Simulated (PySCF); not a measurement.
Simulation results for AlBH$_{5}$N$_{2}$, CH$_{7}$B$_{2}$Si, AlH$_{3}$NOSi

Computed with PySCF 2.14.0. Calculation on a computer-drawn molecule: optimised geometry and harmonic frequencies of an isolated molecule of the commonest isotopes, restricted reference for singlets and unrestricted otherwise, frozen core in MP2.

Common to all runs: charge 0; multiplicity 2; method HF; basis cc-pV(D+d)Z.

(1) AlBH$_{5}$N$_{2}$

Start structure:
```xyz
9
AlBH5N2
N     -0.3393    -2.4537     0.2919
B     -0.4641    -1.0995     0.5923
N     -0.7285    -0.1356    -0.4639
Al    -0.8688     1.6640    -0.4799
H     -0.1687    -3.1922     0.9765
H     -0.5190    -2.8612    -0.5560
H     -0.2483    -0.7118     1.7067
H     -0.9603    -0.5897    -1.3379
H      0.3483     2.5662    -0.9258
```

It finds rotational constants 42.51, 2.436, 2.304 GHz; total energy -378.5055 hartree; spin squared 0.7544; convergence status largest gradient component 3.155e-05 hartree/bohr.

Drawn bonds:
| atom | other atom | order |
| --- | --- | --- |
| 1 | 2 | 1 |
| 2 | 3 | 1 |
| 3 | 4 | 1 |
| 1 | 5 | 1 |
| 1 | 6 | 1 |
| 2 | 7 | 1 |
| 3 | 8 | 1 |
| 4 | 9 | 1 |

Optimised structure:
```xyz
9
AlBH5N2
N     -0.4754    -2.5068     0.2927
B     -0.4012    -1.1365     0.6080
N     -0.4435    -0.0952    -0.3763
Al    -0.3582     1.6755    -0.1036
H     -0.4454    -3.2166     0.9920
H     -0.5646    -2.8620    -0.6364
H     -0.2963    -0.8346     1.7717
H     -0.5318    -0.4157    -1.3269
H     -0.4323     2.5784    -1.4173
```

Modes:
| frequency (cm⁻¹) | reduced mass (dalton) |
| --- | --- |
| 119.7 | 3.988 |
| 182.9 | 3.598 |
| 280.9 | 1.139 |
| 379.8 | 1.239 |
| 403.7 | 3.804 |
| 575.5 | 1.086 |
| 611 | 1.187 |
| 730.7 | 1.422 |
| 786.8 | 2.472 |
| 962.6 | 1.512 |
| 1000 | 1.342 |
| 1160 | 1.5 |
| 1191 | 2.571 |
| 1294 | 1.515 |
| 1499 | 2.774 |
| 1747 | 1.22 |
| 1899 | 1.044 |
| 2652 | 1.094 |
| 3745 | 1.074 |
| 3822 | 1.051 |
| 3929 | 1.098 |

(2) CH$_{7}$B$_{2}$Si

Start structure:
```xyz
11
CH7B2Si
B     -0.2130    -1.0388    -3.1082
B      0.4319    -0.5240    -1.6411
C     -0.3262    -0.9650    -0.2997
Si     1.9425     0.6451    -1.4519
H     -1.3153    -0.8946    -3.4224
H      0.5304    -1.3516    -3.9620
H     -1.3536    -0.5716    -0.2635
H      0.0700    -0.5032     0.6571
H     -0.4405    -1.9491    -0.1472
H      2.4985     1.2480    -0.1759
H      2.8629     1.0744    -2.4736
```

The calculation gives: rotational constants 7, 3.835, 2.578 GHz; total energy -380.1762 hartree; spin squared 0.7677; convergence status largest gradient component 1.401e-05 hartree/bohr.

Drawn bonds:
| atom | other atom | order |
| --- | --- | --- |
| 1 | 2 | 1 |
| 2 | 3 | 1 |
| 2 | 4 | 1 |
| 1 | 5 | 1 |
| 1 | 6 | 1 |
| 3 | 7 | 1 |
| 3 | 8 | 1 |
| 3 | 9 | 1 |
| 4 | 10 | 1 |
| 4 | 11 | 1 |

Optimised structure:
```xyz
11
CH7B2Si
B     -0.1165    -1.0056    -3.1037
B      0.4241    -0.5448    -1.5733
C     -0.3190    -0.9905    -0.2374
Si     2.0783     0.5888    -1.4401
H     -0.9677    -0.3817    -3.6841
H      0.3360    -1.9618    -3.6791
H     -1.2209    -0.3672    -0.1580
H      0.2532    -0.8474     0.6813
H     -0.6683    -2.0267    -0.2732
H      2.3139     1.3693    -0.2018
H      2.5745     1.3372    -2.6191
```

Modes:
| frequency (cm⁻¹) | reduced mass (dalton) |
| --- | --- |
| 80.46 | 1.038 |
| 163.2 | 2.288 |
| 216.4 | 1.147 |
| 222.6 | 2.468 |
| 285.7 | 1.555 |
| 301.5 | 1.027 |
| 363.2 | 1.419 |
| 523.9 | 3.437 |
| 590.1 | 1.244 |
| 663.7 | 1.374 |
| 835.6 | 2.389 |
| 881 | 1.711 |
| 933.2 | 1.535 |
| 1016 | 1.072 |
| 1091 | 1.847 |
| 1130 | 2.439 |
| 1280 | 1.345 |
| 1430 | 1.26 |
| 1543 | 1.048 |
| 1577 | 1.063 |
| 2300 | 1.031 |
| 2308 | 1.052 |
| 2648 | 1.058 |
| 2709 | 1.12 |
| 3143 | 1.044 |
| 3209 | 1.089 |
| 3246 | 1.102 |

(3) AlH$_{3}$NOSi

Start structure:
```xyz
7
AlH3NOSi
O     -1.3927     0.6879    -4.3799
Al    -0.3151     0.2545    -3.0530
N      0.9340    -0.4883    -2.0302
Si     2.0997    -1.1083    -1.1418
H     -1.9391     0.8322    -5.0534
H      3.0862    -2.1273    -1.6402
H      2.3872    -0.8202     0.2755
```

The calculation gives: rotational constants 24.77, 1.815, 1.725 GHz; total energy -661.9533 hartree; spin squared 0.7544; convergence status largest gradient component 2.901e-05 hartree/bohr.

Drawn bonds:
| atom | other atom | order |
| --- | --- | --- |
| 1 | 2 | 1 |
| 2 | 3 | 1 |
| 3 | 4 | 2 |
| 1 | 5 | 1 |
| 4 | 6 | 1 |
| 4 | 7 | 1 |

Optimised structure:
```xyz
7
AlH3NOSi
O     -1.3093     0.6674    -4.0507
Al     0.1097     1.0724    -3.2052
N      1.0102    -0.1262    -2.2895
Si     1.9234    -1.0583    -1.4354
H     -1.7010    -0.1904    -4.0924
H      3.0728    -1.8219    -1.9576
H      1.7544    -1.3125     0.0079
```

Modes:
| frequency (cm⁻¹) | reduced mass (dalton) |
| --- | --- |
| 75.93 | 4.64 |
| 103 | 5.892 |
| 127.2 | 1.126 |
| 278.2 | 5.246 |
| 366 | 1.242 |
| 546.3 | 4.172 |
| 643.7 | 1.717 |
| 752.2 | 1.244 |
| 753.3 | 1.187 |
| 866.5 | 6.988 |
| 1101 | 1.058 |
| 1416 | 14.62 |
| 2337 | 1.055 |
| 2348 | 1.031 |
| 4195 | 1.067 |
